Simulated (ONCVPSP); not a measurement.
## Ti: excitation energies, all-electron against ONCV

Ti (Z = 22), optimised norm-conserving Vanderbilt (ONCV), made with ONCVPSP 4.0.1 (PBE, scalar-relativistic). Core [Ar], reference 3d2 4s1.5 (charge +0.5). Waves: 4s: rc 2.30 bohr, ncon 4, nbas 6, qcut 3.5 1/bohr, 1 projector; p scattering state at 0.38 Ha: rc 2.25 bohr, ncon 5, nbas 9, qcut 3.8 1/bohr, 3 projectors, debl 2.8 Ha; 3d: rc 1.20 bohr, ncon 4, nbas 7, qcut 7.1 1/bohr, 2 projectors, debl 3.7 Ha. Local part: polynomial inside 1.00 bohr (lpopt 5, dvloc0 -1 Ha). Core correction: none.

Energies are relative to the spin-unpolarised reference configuration 3d2 4s1.5; without spin polarisation the order of configurations can differ from experiment.

| valence configuration | charge | ΔE all-electron (eV) | error AE − PS (meV) |
| --- | --- | --- | --- |
| 3d2 4s2 | 0 | -2.937 | +2.0 |
| 3d2 4s1 | +1 | 4.410 | +6.3 |
| 3d2 4s0 | +2 | 17.982 | +204 |
| 3d3 4s0 | +1 | 4.458 | -43 |

Levels in the configuration 3d2 4s1:

```
level  all-electron (eV)  pseudo (eV)
   3d            -11.368      -11.339
   4s            -10.351      -10.316
```

Note: ghosts flagged at negative energy: s at -161.7 eV, p at -35.6 eV; GHOST(+) flagged for p at 576.5 eV. A true bound ghost makes a file unfit for plane-wave use.
